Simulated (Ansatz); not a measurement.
`O[SiH2][TeH]` + `BN` → `BN[SiH2]O` + H₂Te at 298.15 K and 1 bar (ligand exchange at the Si–Te bond).

Calculated with Ansatz (gas phase, PBE0-D4/def2-TZVP geometries, no zero-point term in ΔE). CCSD(T)/CBS is the MP2 limit (def2-TZVPP, def2-QZVPP) plus CCSD(T) − MP2 in def2-TZVPP, frozen cores. This one scheme is used for every species. def2 core potentials past Kr. For Te outer-core shells are correlated without core-valence functions, which leaves a few kJ/mol of doubt a bond. One conformer a species, not always the lowest.

| species | CCSD(T)/CBS energy (Eh) | H − E (kJ/mol) | S (J/(mol·K)) |
| --- | --- | --- | --- |
| `O[SiH2][TeH]` | -634.44375 | 118.0 | 328.5 |
| `BN` | -81.93499 | 137.2 | 228.1 |
| `BN[SiH2]O` | -447.46614 | 203.4 | 318.3 |
| H₂Te | -268.91024 | 41.3 | 228.4 |

H − E and S are ideal-gas, rigid-rotor, harmonic terms from PBE0-D4/def2-TZVP, for one conformer and one mirror image of each species. 1 Eh = 2625.50 kJ/mol, R = 8.31446 J/(mol·K).

Task: By hand: ΔE, ΔH, ΔS and ΔG.

Result: ΔE = (-447.46614) + (-268.91024) − (-634.44375) − (-81.93499) = 0.00236 Eh = 6.2 kJ/mol. Δ(H − E) = 203.4 + 41.3 − 118.0 − 137.2 = -10.5, so ΔH = -4.3 kJ/mol. ΔS = 318.3 + 228.4 − 328.5 − 228.1 = -9.9 J/(mol·K). ΔG = -4.3 − 298.15 × (-9.9)/1000 = -1.3 kJ/mol.

Task: By hand: the equilibrium constant, and the temperature at which ΔG would vanish if ΔH and ΔS stayed fixed.

Result: log₁₀ K = −ΔG/(RT ln 10) = 0.2. ΔG = 0 at ΔH/ΔS = 434 K, though so small a ΔH makes that figure unsure.

TΔS isn't small against ΔH here. The sign of ΔG lies within the doubt. A doubt of 5 kJ/mol in ΔE shifts log₁₀ K by 0.9 here. Other conformers and mirror images would add mixing entropy, several J/(mol·K) or more a flexible species. These are equilibria of isolated gas molecules and say nothing of rates. Largest T1 diagnostic: 0.012 (customary marks: 0.02 for closed shells, 0.045 for open ones).
